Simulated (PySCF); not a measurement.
Compound: C₄H₁₁N₂PSi.
Z-matrix (Å and degrees, GFN2-xTB geometry), rows numbered from 1:
```
C 
N   1  1.2480
Si  2  1.7482  1  127.25
N   3  1.7332  2  110.59  1   130.28
P   3  2.2658  2  110.01  1     8.35
C   3  1.8898  2  108.17  1  -112.07
C   6  1.3235  3  121.77  2   -23.59
C   6  1.4952  3  115.87  2   156.68
H   1  1.0862  2  119.56  3  -179.86
H   1  1.0974  2  124.13  3     0.02
H   4  1.0079  3  117.11  2    67.04
H   4  1.0084  3  118.34  2   -67.63
H   5  1.3834  3   93.78  2    67.04
H   5  1.3790  3   94.69  2   159.52
H   7  1.0760  6  121.50  3     0.60
H   7  1.0805  6  122.05  3  -179.39
H   8  1.0884  6  111.66  3  -177.22
H   8  1.0912  6  109.78  3   -56.17
H   8  1.0893  6  109.79  3    61.78
```

Computed at PBE0/pcSseg-1 (PySCF, non-relativistic), with Q(14N) = 0.02044 b: N2, 14N (I = 1): χzz = -4.851 MHz, η = 0.871; N4, 14N (I = 1): χzz = -4.420 MHz, η = 0.295.

Find the zero-field quadrupole resonance frequencies of 14N at N2.

From ν± = (3/4)|χ|(1 ± η/3) and ν0 = |χ|η/2: ν+ 4.695 MHz, ν− 2.581 MHz, ν0 2.114 MHz (C=N nitrogen).

Find the zero-field quadrupole resonance frequencies of 14N at N4.

From ν± = (3/4)|χ|(1 ± η/3) and ν0 = |χ|η/2: ν+ 3.641 MHz, ν− 2.989 MHz, ν0 0.652 MHz (silicon-bound nitrogen).

In a crystal, neighbours and librations shift these lines. One conformer (not necessarily the lowest) at the GFN2-xTB geometry, without solvent, vibrations or thermal averaging. GFN2-xTB bond lengths can be off by several hundredths of an ångström, more for odd bonds, and the gradients follow them. A larger basis could move these couplings by a tenth or more.
